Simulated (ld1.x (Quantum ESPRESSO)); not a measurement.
An all-electron radial function and its pseudo partner (bismuth (Bi))

Columns: radius, all-electron u(r) and pseudo u(r) of the 6p shell (level -4.51 eV) of bismuth in the configuration [Xe] 4f14 5d10 6s2 6p3; revPBE, scalar-relativistic, TM scheme, ld1.x (Quantum ESPRESSO) 7.5.

| r (bohr) | all-electron | pseudo |
| --- | --- | --- |
| 0.128 | -0.1258 | 0.0024 |
| 0.255 | 0.1351 | 0.0094 |
| 0.382 | 0.1315 | 0.0214 |
| 0.510 | -0.0812 | 0.0387 |
| 0.638 | -0.2434 | 0.0618 |
| 0.765 | -0.2865 | 0.0910 |
| 0.893 | -0.2335 | 0.1270 |
| 1.020 | -0.1260 | 0.1697 |
| 1.148 | 0.0044 | 0.2196 |
| 1.275 | 0.1340 | 0.2750 |
| 1.402 | 0.2523 | 0.3346 |
| 1.530 | 0.3548 | 0.3962 |
| 1.658 | 0.4392 | 0.4561 |
| 1.785 | 0.5053 | 0.5102 |
| 1.912 | 0.5555 | 0.5558 |
| 2.040 | 0.5921 | 0.5915 |
| 2.168 | 0.6165 | 0.6162 |
| 2.295 | 0.6306 | 0.6305 |
| 2.422 | 0.6362 | 0.6362 |
| 2.550 | 0.6350 | 0.6350 |
| 2.678 | 0.6280 | 0.6280 |
| 2.805 | 0.6166 | 0.6166 |
| 2.932 | 0.6017 | 0.6017 |
| 3.060 | 0.5839 | 0.5839 |
| 3.188 | 0.5640 | 0.5640 |
| 3.315 | 0.5429 | 0.5429 |

(1) How many radial nodes do the two functions have?

(2) At about which radius was the pseudo-wave matched?

(3) Is the pseudo-wave norm-conserving?

Answers

(1) The all-electron 6p function has n − l − 1 = 4 (the table is too coarse to show those close to the nucleus); the pseudo-wave has 0, since the states of the same l below it are removed with the core.

(2) 2.55 bohr. The columns agree to 0.0005 from 2.17 bohr on; several derivatives are matched, so the curves merge somewhat inside the radius.

(3) Yes: the TM scheme keeps the norm inside the radius equal to the all-electron one, which fixes the energy derivative of the logarithmic derivative at the level.
